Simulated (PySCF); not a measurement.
## Working with the constants of LaO

UHF-CCSD(T) constants of LaO, doublet, about 0.1 electrons in the 4f shell (Mulliken) (basis La x2c-SVPall, O x2c-SVPall; spin-free X2C with a Gaussian nucleus; PySCF 2.14; masses 138.9063 and 15.9949 u):

* ωe: 801.0 cm⁻¹
* ωexe: 1.75 cm⁻¹
* Be: 0.33428 cm⁻¹
* αe: 0.00130 cm⁻¹

What force constant and bond length do these constants imply?

Reduced mass μred = 14.343 u; k = 5.8918×10⁻⁷·μred·ωe² (u, cm⁻¹, mdyn/Å) = 5.42 mdyn/Å; Re = √(16.8576/(μred·Be)) (u, cm⁻¹, Å) = 1.875 Å.

Estimate the centrifugal constant D from the Kratzer relation and find the Dunham coefficient a1.

D = 4Be³/ωe² = 2.33e-07 cm⁻¹; a1 = −1 − αeωe/(6Be²) = -2.55.

Correlated steps freeze 19 core orbitals. Spin–orbit coupling is left out, which matters for elements this heavy, above all for dissociation energies. With d or f electrons several states lie close, and the lowest PBE0 determinant need not be the measured ground state.
